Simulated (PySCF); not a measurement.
# How methods differ on the excitation energy of Zr

Zr [Kr] 4d2 5s2 (3F) → Zr [Kr] 4d1 5s2 5p1 (high-spin determinant), as a difference of total energies. Computed with PySCF 2.14 in aug-cc-pwCVDZ-PP with ECP28MDF (6s6p5d3f, 70 functions), with scalar relativity through the core potential. Correlated levels: valence: 4s2 4p6 frozen. The calculations carry no spin-orbit coupling.

| method | excitation energy (cm⁻¹) |
| --- | --- |
| UHF | 23166 |
| MP2 (valence) | 23569 |
| SCS-MP2 (valence) | 22902 |
| CCSD (valence) | 19423 |
| CCSD(T) (valence) | 17701 |

The coupled-cluster amplitudes are large for the upper state (T1 above 0.03 or a double amplitude above 0.15), so a single reference is strained.

The determinant of the upper state mixes LS terms, which raises its energy above the lowest term, most at the Hartree-Fock and MP2 levels.
